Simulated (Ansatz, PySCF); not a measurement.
Another site gives an ion 0.76 eV lower (`[H]/[O+]=C\O`) at the level frozen-core CCSD(T)/cc-pVTZ // PBE0-D4/def2-TZVP (Ansatz, a first-principles code).

Excitations are Tamm–Dancoff values on a coarser integration grid. The basis has no diffuse functions, so Rydberg states are missing or too high.

Cartesian coordinates (Å):
```xyz
6

O      0.9824     1.2650    -0.4491
C      0.8022     0.2358     0.0053
O     -0.7103    -0.3208    -0.0905
H      1.3597    -0.5692     0.4866
H     -1.3747     0.3422    -0.3575
H     -1.0573    -0.9591     0.5589
```
Charge +1, spin multiplicity 1.

Give the HOMO, brightest of the four lowest singlets (TDA), S1–T1 gap (TDA), T1 excitation (TDA) and adiabatic ionisation energy (no zero-point term) at the level PBE0-D4/def2-TZVP run with PySCF.


```yaml
HOMO: -16.83 eV
brightest of the four lowest singlets (TDA): 10.06 eV
S1–T1 gap (TDA): 0.75 eV
T1 excitation (TDA): 5.90 eV
adiabatic ionisation energy (no zero-point term): 18.72 eV
```
